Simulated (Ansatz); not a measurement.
`C/C=N\[SiH2]Cl` + H₂ → `C/C=N\[SiH3]` + HCl  (hydrogenolysis of the Si–Cl bond)

Program: Ansatz. Geometries: PBE0-D4/def2-TZVP. ΔE: electronic, gas phase. CBS: MP2 limit from def2 TZ/QZ plus the TZ coupled-cluster correction, frozen cores. This one scheme is used for every species. Double bonds are as drawn, so ΔE can hold a change between cis and trans. Functionals use def2-TZVPP. B3LYP here is the variant with VWN-RPA as its local correlation; programs differ in this. One conformer a species, not always the lowest.

```json
{"level": "PBE-D4", "ΔE (kJ/mol)": "94.1", "difference from CCSD(T)/CBS": "1.8"}
{"level": "r2SCAN-D4", "ΔE (kJ/mol)": "98.2", "difference from CCSD(T)/CBS": "5.9"}
{"level": "PBE0-D4", "ΔE (kJ/mol)": "92.2", "difference from CCSD(T)/CBS": "-0.1"}
{"level": "B3LYP-D4", "ΔE (kJ/mol)": "93.2", "difference from CCSD(T)/CBS": "0.9"}
{"level": "ωB97X-V", "ΔE (kJ/mol)": "90.4", "difference from CCSD(T)/CBS": "-1.9"}
{"level": "ωB97M-V", "ΔE (kJ/mol)": "93.3", "difference from CCSD(T)/CBS": "1.0"}
{"level": "B2PLYP", "ΔE (kJ/mol)": "89.1", "difference from CCSD(T)/CBS": "-3.2"}
{"level": "PBE", "ΔE (kJ/mol)": "89.0", "difference from CCSD(T)/CBS": "-3.3"}
{"level": "r2SCAN", "ΔE (kJ/mol)": "96.9", "difference from CCSD(T)/CBS": "4.6"}
{"level": "PBE0", "ΔE (kJ/mol)": "87.6", "difference from CCSD(T)/CBS": "-4.7"}
{"level": "B3LYP", "ΔE (kJ/mol)": "85.0", "difference from CCSD(T)/CBS": "-7.3"}
{"level": "HF/def2-TZVPP", "ΔE (kJ/mol)": "77.8", "difference from CCSD(T)/CBS": "-14.5"}
{"level": "MP2/def2-TZVPP", "ΔE (kJ/mol)": "96.1", "difference from CCSD(T)/CBS": "3.8"}
{"level": "SCS-MP2/def2-TZVPP", "ΔE (kJ/mol)": "89.3", "difference from CCSD(T)/CBS": "-3.0"}
{"level": "CCSD/def2-TZVPP", "ΔE (kJ/mol)": "82.0", "difference from CCSD(T)/CBS": "-10.3"}
{"level": "CCSD(T)/def2-TZVPP", "ΔE (kJ/mol)": "85.7", "difference from CCSD(T)/CBS": "-6.6"}
{"level": "HF/def2-QZVPP", "ΔE (kJ/mol)": "77.9", "difference from CCSD(T)/CBS": "-14.4"}
{"level": "MP2/def2-QZVPP", "ΔE (kJ/mol)": "100.0", "difference from CCSD(T)/CBS": "7.7"}
{"level": "SCS-MP2/def2-QZVPP", "ΔE (kJ/mol)": "93.1", "difference from CCSD(T)/CBS": "0.8"}
{"level": "HF/CBS(def2)", "ΔE (kJ/mol)": "77.9", "difference from CCSD(T)/CBS": "-14.4"}
{"level": "MP2/CBS(def2)", "ΔE (kJ/mol)": "102.8", "difference from CCSD(T)/CBS": "10.5"}
{"level": "CCSD/CBS(def2)", "ΔE (kJ/mol)": "88.7", "difference from CCSD(T)/CBS": "-3.6"}
{"level": "CCSD(T)/CBS", "ΔE (kJ/mol)": "92.3", "difference from CCSD(T)/CBS": "0"}
```

Largest T1 diagnostic among the species: 0.013.

In def2-TZVPP, CCSD(T) changes the Hartree–Fock value by +7.9 kJ/mol (the triples alone add +3.6 kJ/mol) and MP2 by +18.4 kJ/mol. The D4 term adds +8.2 kJ/mol with B3LYP and +4.6 kJ/mol with PBE0; it sums over pairs of atoms, weighted by their polarisabilities, and B3LYP, whose exchange is more repulsive, gets the larger term.
